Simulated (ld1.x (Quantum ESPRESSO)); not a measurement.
Which change was made? (As, TM)

```json
{
 "Element": "As",
 "Generator": "ld1.x (Quantum ESPRESSO) 7.5",
 "Type": "norm-conserving Troullier–Martins (Kleinman–Bylander form)",
 "Functional": "PBE",
 "Relativity": "scalar-relativistic",
 "Frozen core": "[Ar] 3d10",
 "Valence charge": "5",
 "Reference configuration": "4s2 4p3",
 "Partial waves": "4s (bound): rc 1.70 bohr; 4p (bound): rc 1.35 bohr",
 "Local potential": "the p channel",
 "Core correction": "a·sin(br)/r model core, default radius (core density twice the valence density)"
}
```

Cutoffs, loose and tight: the cutoffs (Ry, on a coarse ladder) from which the occupation-weighted sum of valence levels, in a spherical-Bessel basis at the reference potential, stays within 10 and 1 mRy of its value at 400 Ry. They do not see the model core or the augmentation charge, which bear on the density cutoff. Test errors are all-electron minus pseudo excitation energies from the reference, over the configurations 4s2 4p2; 4s2 4p1; 4s2 4p0; 4s2 4p3.3; 4s2 4p2.5; 4s1 4p4; 4s0 4p5; variants that change the core or the reference have their own tests.

The base gives: outcome: generated; cutoff, loose: 55 Ry; cutoff, tight: 100 Ry; bound ghosts: s; largest test error (meV): -105.

Question: After one change the result is: outcome: generated; cutoff, loose: 55 Ry; cutoff, tight: 100 Ry; bound ghosts: p; largest test error (meV): -94. Which change was it?
A. wave 4s (bound): rc 1.70 bohr becomes 4s (bound): rc 2.42 bohr
B. reference 4s2 4p1.5
C. local potential the s channel
D. wave 4p (bound): rc 1.35 bohr becomes 4p (bound): rc 1.96 bohr
E. all radii but the core radius scaled by about 0.85 (s 1.44, p 1.14 bohr)

Answer: C. The others give: wave 4p (bound): rc 1.35 bohr becomes 4p (bound): rc 1.96 bohr → outcome: generated; cutoff, loose: 35 Ry; cutoff, tight: 50 Ry; bound ghosts: none; largest test error (meV): -122 | wave 4s (bound): rc 1.70 bohr becomes 4s (bound): rc 2.42 bohr → outcome: generated; cutoff, loose: 55 Ry; cutoff, tight: 100 Ry; bound ghosts: none; largest test error (meV): -138 | all radii but the core radius scaled by about 0.85 (s 1.44, p 1.14 bohr) → outcome: generated; cutoff, loose: 200 Ry; cutoff, tight: 260 Ry; bound ghosts: s; largest test error (meV): -107 | reference 4s2 4p1.5 → outcome: generated; cutoff, loose: 55 Ry; cutoff, tight: 90 Ry; bound ghosts: s; largest test error (meV): -254.
